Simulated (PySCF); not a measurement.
# What a mistake does to a calculation on BClFH3Si

These are calculations, not measurements. The program is PySCF 2.14.0, an open-source quantum chemistry code, run on an isolated molecule that a program drew, which may never have been made. The molecule is BClFH3Si (charge 0, singlet), drawn as the SMILES string `FB[SiH2]Cl`.

Each row is a Hartree-Fock (HF) and frozen-core CCSD(T) single point in the cc-pV(D+d)Z basis, meant for a local HF minimum. Run 1 is clean. Each other run has one planted mistake out of seven kinds, and not every kind appears here: one electron removed, one electron added, multiplicity raised by two, geometry at a saddle point, minimal basis STO-3G, one bond length entered in bohr, all coordinates scaled. The reference is restricted for singlets and unrestricted otherwise, and also for a bond in bohr. Adding or removing an electron swaps singlet and doublet. Electrons count all cores. HOMO and LUMO are orbital energies over both spins, the gradient is its largest component, and the lowest frequency (negative if imaginary) is given only where the gradient is small. Bond lengths are over the 6 bonds as drawn. T1 is the CCSD diagnostic: over 0.02 (restricted) or 0.045 (unrestricted) a single reference is doubtful.

Geometry of the clean run:
```xyz
7
BClFH3Si, angstrom
F    -2.5407    1.4923   -2.0801
B    -1.3103    0.9988   -1.9726
Si   -0.8236   -0.6064   -3.1458
Cl    1.1321   -1.1887   -2.7323
H    -0.5718    1.5327   -1.1944
H    -0.8948   -0.2666   -4.5814
H    -1.7015   -1.7625   -2.8743
```

```
run,electrons,basis functions,<S^2>,HOMO (eV),LUMO (eV),gradient (hartree/bohr),lowest frequency (cm^-1),mean bond (Å),longest bond (Å),T1,HF (hartree),CCSD(T) (hartree),mistake
1,48,89,0.000,-11.37,1.65,1.5e-05,22,1.6019,2.082,0.0135,-874.39888,-874.95546,no fault
2,49,89,0.760,-0.16,8.49,6.4e-02,-,1.6019,2.082,0.0121,-874.36969,-874.93769,one electron added
3,48,89,0.665,-9.71,1.23,1.6e-02,-,1.7796,2.265,0.0551,-874.27784,-874.83752,one bond length entered in bohr
4,48,31,0.000,-9.08,6.42,3.5e-02,-,1.6019,2.082,0.0160,-864.43886,-864.57629,?
5,48,89,2.010,-7.40,-2.01,3.1e-02,-,1.6019,2.082,0.0226,-874.24888,-874.80221,?
```

**Which mistake was planted in run 4, and what did it cost?**

It has 31 basis functions where the clean run has 89, with the same electrons and geometry. So the mistake is: minimal basis STO-3G. Subtracting run 1 and multiplying by 627.51 kcal/mol a hartree, the energy moved by 6250.0 kcal/mol in HF and 6513.0 kcal/mol in CCSD(T).

**Which mistake was planted in run 5, and what did it cost?**

Electrons, basis and geometry are unchanged, and <S^2> is 2.010, beside S(S+1) = 2.00 for a multiplicity of 3. So the mistake is: multiplicity raised by two. Subtracting run 1 and multiplying by 627.51 kcal/mol a hartree, the energy moved by 94.1 kcal/mol in HF and 96.2 kcal/mol in CCSD(T).

Cautions from the logs. Run 2: the added electron raises the CCSD(T) energy, so it isn't bound in this basis; run 3: T1 is over the limit, so its CCSD(T) energy is less reliable.
